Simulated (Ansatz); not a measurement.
CH₃BrOSi (`Br[SiH]1CO1`), relaxed with RKS PBE0-D4/def2-TZVP in Ansatz 0.2.0 from a PBE-D4/def2-SVP geometry. The force threshold is 0.005 eV/Å; the program also tests the step.

Total charge 0; spin multiplicity 1.

Start:

```xyz
7

Br   -0.053   -1.977   -1.807
Si   -0.072   -0.815    0.083
C     0.237    0.987    0.104
O    -1.161    0.480    0.199
H     0.024   -1.731    1.253
H     0.575    1.531    1.008
H     0.450    1.526   -0.841
```

```tsv
step	energy (eV)	largest force (eV/Å)	largest move (Å)
1	-81044.3303	1.105	0.000
2	-81044.3792	0.704	0.029
3	-81044.3955	0.121	0.023
4	-81044.3960	0.063	0.005
5 (rejected)	-81044.3958	0.119	0.008
6	-81044.3963	0.003	0.003
```

End:

```xyz
7

Br   -0.058   -1.960   -1.777
Si   -0.084   -0.792    0.080
C     0.254    0.971    0.101
O    -1.144    0.461    0.188
H     0.030   -1.701    1.232
H     0.561    1.505    0.998
H     0.441    1.516   -0.822
```

Run time 25 s (2 threads of an AMD EPYC 7B13 on a shared host); peak host memory 0.43 GiB.
